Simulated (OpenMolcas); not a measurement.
**Cr2+, Mo2+, W2+: d⁴ down the group**

- Program: OpenMolcas 26.06
- Method: RASSCF
- Basis: ANO-RCC-VTZP
- Scalar Hamiltonian: DKH2, point nucleus
- Spin-orbit coupling: state interaction with AMFI integrals over the reference wave functions, term energies averaged over their components

Active space for each ion: 10 electrons in 8 orbitals (RAS1 p, at most 2 holes; RAS2 d).

Computed levels in cm-1 above ⁵D₀:

| Level | Cr2+ | Mo2+ | W2+ |
| --- | --- | --- | --- |
| ⁵D₁ | 68.5 | 236 | 1839 |
| ⁵D₂ | 203 | 664 | 3919 |
| ⁵D₃ | 399 | 1234 | 5900 |
| ⁵D₄ | 650 | 1910 | 7699 |
| ³P₀(1) | 18826 | 14350 | 14228 |
| ³P₁(1) | 19231 | 15659 | 19059 |
| ³P₂(1) | 19965 | 17629 | 24099 |
| ³H₄ | 21769 | 16775 | 17066 |
| ³F₂(1) | 21911 | 17682 | 20305 |
| weight of ⁵D in the lowest level (%) | 100 | 99 | 81 |

Mixed levels, with the weight of the term that names them: W2+ ³P₀(1) (69 %), W2+ ³P₂(1) (73 %), W2+ ³H₄ (59 %).

Measured, with the error of the calculation in %. Measured levels: Cr2+ from Sugar and Corliss, J. Phys. Chem. Ref. Data 6, 317 (1977); Mo2+ from Sugar and Musgrove, J. Phys. Chem. Ref. Data 17, 155 (1988); W2+ from NIST levels as listed in McCann et al., Mon. Not. R. Astron. Soc. 538, 537 (2025).

| Level | Cr2+ | Mo2+ | W2+ |
| --- | --- | --- | --- |
| ⁵D₁ | 62.2 (+10.1) | 242 (-2.5) | 2256 (-18.5) |
| ⁵D₂ | 183 (+10.7) | 668 (-0.7) | 4461 (-12.1) |
| ⁵D₃ | 357 (+11.8) | 1224 (+0.8) | 6278 (-6.0) |
| ⁵D₄ | 576 (+12.9) | 1872 (+2.0) | 7687 (+0.2) |
| ³P₀(1) | 16771 (+12.3) | 11149 (+28.7) | 9904 (+43.7) |
| ³P₁(1) | 17169 (+12.0) | 12510 (+25.2) |  |
| ³P₂(1) | 17851 (+11.8) |  |  |
| ³H₄ | 17274 (+26.0) | 12680 (+32.3) | 13701 (+24.6) |
| ³F₂(1) | 18452 (+18.7) |  |  |

The fine-structure level ⁵D₄ changes by a factor of 11.8 from Cr2+ to W2+.

Without spin-orbit coupling ³P(1) lies 19190, 15332, 15011 cm-1 above ⁵D in that order; the difference to the level ³P₀(1), of either sign, comes from spin-orbit coupling, which also lowers the zero.

Without dynamic correlation excited terms often stand tens of per cent too high (terms of higher spin than the ground term too low), and those without a measured partner can miss by more than the paired ones. Active for correlation alone: 3p; no level in the range computed is led by a configuration that opens it, so any true level of that kind is missing (holds for Cr2+). Active for correlation alone: 4p; no level in the range computed is led by a configuration that opens it, so any true level of that kind is missing (holds for Mo2+). Active for correlation alone: 5p; no level in the range computed is led by a configuration that opens it, so any true level of that kind is missing (holds for W2+). Measured partners are found by configuration, term and J. A level has none where our copy of the source lacks it or the pairing is in doubt (some pairs that miss far off the trend of their configuration count as doubtful), and it then counts in no deviation. Only configurations of the active space appear.

A number in round brackets counts repeated terms of one configuration in the order of the reference energies.
